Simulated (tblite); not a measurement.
Parent: `[CH2:1]=[N:2][SiH2:3][N:4]([CH3:5])[SiH3:6]` with C1–N2–Si3–N4 134°, N2–Si3–N4–C5 163°, C2H10N2Si2.

The geometries are computed with GFN2-xTB (gas phase). One conformer each, not checked by frequencies here.

```tsv
coordinate of the parent	value
C1=N2	1.244 Å
N2–Si3	1.724 Å
Si3–N4	1.731 Å
N4–C5	1.446 Å
N4–Si6	1.736 Å
C1–N2–Si3	132.0°
N2–Si3–N4	105.5°
Si3–N4–C5	115.1°
Si3–N4–Si6	127.4°
C5–N4–Si6	116.0°
```

Question: How does the shared frame change in `[CH3:1]/[N:2]=[CH:3]/[CH:4]=[N:5]/[SiH2:6][N:7]([CH3:8])[SiH3:9]` with N2–C3–C4–N5 179°, C4–N5–Si6–N7 126°, N5–Si6–N7–C8 40°, C4H13N3Si2? Atoms pair as C1 = C4, N2 = N5, Si3 = Si6, N4 = N7, C5 = C8, Si6 = Si9 (parent first).

Answer: 
| parent | relative | value in the relative | change |
| --- | --- | --- | --- |
| C1=N2 | C4=N5 | 1.256 Å | +0.012 |
| N2–Si3 | N5–Si6 | 1.723 Å | -0.001 |
| Si3–N4 | Si6–N7 | 1.736 Å | +0.005 |
| N4–C5 | N7–C8 | 1.451 Å | +0.005 |
| N4–Si6 | N7–Si9 | 1.731 Å | -0.005 |
| C1–N2–Si3 | C4–N5–Si6 | 133.7° | +1.7 |
| N2–Si3–N4 | N5–Si6–N7 | 104.2° | -1.3 |
| Si3–N4–C5 | Si6–N7–C8 | 117.5° | +2.4 |
| Si3–N4–Si6 | Si6–N7–Si9 | 125.2° | -2.2 |
| C5–N4–Si6 | C8–N7–Si9 | 115.4° | -0.6 |

Of the parent's bonds, C1–N2 changes most (+0.012 Å). Bonds of the relative outside the shared frame: C1–N2 1.422, N2=C3 1.262, C3–C4 1.456 Å. Point group C1 → C1.

Question: How does the shared frame change in `[CH2:1]=[CH:2][CH2:3]/[CH:4]=[N:5]\[SiH2:6][N:7]([CH3:8])[SiH3:9]` with C1–C2–C3–C4 110°, C2–C3–C4–N5 90°, C4–N5–Si6–N7 114°, N5–Si6–N7–C8 158°, C5H14N2Si2? Atoms pair as C1 = C4, N2 = N5, Si3 = Si6, N4 = N7, C5 = C8, Si6 = Si9 (parent first).

Answer: 
```tsv
parent	relative	value in the relative	change
C1=N2	C4=N5	1.247 Å	+0.003
N2–Si3	N5–Si6	1.716 Å	-0.008
Si3–N4	Si6–N7	1.735 Å	+0.004
N4–C5	N7–C8	1.446 Å	0.000
N4–Si6	N7–Si9	1.732 Å	-0.004
C1–N2–Si3	C4–N5–Si6	134.1°	+2.1
N2–Si3–N4	N5–Si6–N7	107.1°	+1.6
Si3–N4–C5	Si6–N7–C8	114.2°	-0.9
Si3–N4–Si6	Si6–N7–Si9	127.2°	-0.2
C5–N4–Si6	C8–N7–Si9	117.1°	+1.1
```

Of the parent's bonds, N2–Si3 changes most (-0.008 Å). Bonds of the relative outside the shared frame: C1=C2 1.320, C2–C3 1.499, C3–C4 1.504 Å. Point group C1 → C1.

Question: How does the shared frame change in `[CH2:1]=[N:2]/[CH:3]=[N:4]/[SiH2:5][N:6]([CH3:7])[SiH3:8]` with C1–N2–C3–N4 -72°, C3–N4–Si5–N6 126°, N4–Si5–N6–C7 167°, C3H11N3Si2? Atoms pair as C1 = C3, N2 = N4, Si3 = Si5, N4 = N6, C5 = C7, Si6 = Si8 (parent first).

Answer: 
```tsv
parent	relative	value in the relative	change
C1=N2	C3=N4	1.257 Å	+0.013
N2–Si3	N4–Si5	1.711 Å	-0.013
Si3–N4	Si5–N6	1.734 Å	+0.003
N4–C5	N6–C7	1.446 Å	0.000
N4–Si6	N6–Si8	1.733 Å	-0.003
C1–N2–Si3	C3–N4–Si5	131.0°	-1.0
N2–Si3–N4	N4–Si5–N6	107.3°	+1.8
Si3–N4–C5	Si5–N6–C7	113.9°	-1.2
Si3–N4–Si6	Si5–N6–Si8	125.7°	-1.7
C5–N4–Si6	C7–N6–Si8	118.6°	+2.6
```

Of the parent's bonds, C1–N2 and N2–Si3 change most and about equally (-0.013 to +0.013 Å). Bonds of the relative outside the shared frame: C1=N2 1.249, N2–C3 1.351 Å. Point group C1 → C1.

Question: How does the shared frame change in `[CH3:1][N:2]([SiH3:3])[SiH2:4]/[N:5]=[CH:6]\[CH:7]([F:8])[F:9]` with C1–N2–Si4–N5 -166°, N2–Si4–N5–C6 -122°, N5–C6–C7–F8 -179°, C3H10F2N2Si2? Atoms pair as C1 = C6, N2 = N5, Si3 = Si4, N4 = N2, C5 = C1, Si6 = Si3 (parent first).

Answer: 
```tsv
parent	relative	value in the relative	change
C1=N2	C6=N5	1.239 Å	-0.005
N2–Si3	N5–Si4	1.731 Å	+0.007
Si3–N4	Si4–N2	1.730 Å	-0.001
N4–C5	N2–C1	1.449 Å	+0.003
N4–Si6	N2–Si3	1.740 Å	+0.004
C1–N2–Si3	C6–N5–Si4	132.1°	+0.1
N2–Si3–N4	N5–Si4–N2	105.3°	-0.2
Si3–N4–C5	Si4–N2–C1	113.8°	-1.3
Si3–N4–Si6	Si4–N2–Si3	127.7°	+0.3
C5–N4–Si6	C1–N2–Si3	116.7°	+0.7
```

Of the parent's bonds, N2–Si3 changes most (+0.007 Å). Bonds of the relative outside the shared frame: C6–C7 1.519, C7–F8 1.353, C7–F9 1.356 Å. Point group C1 → C1.
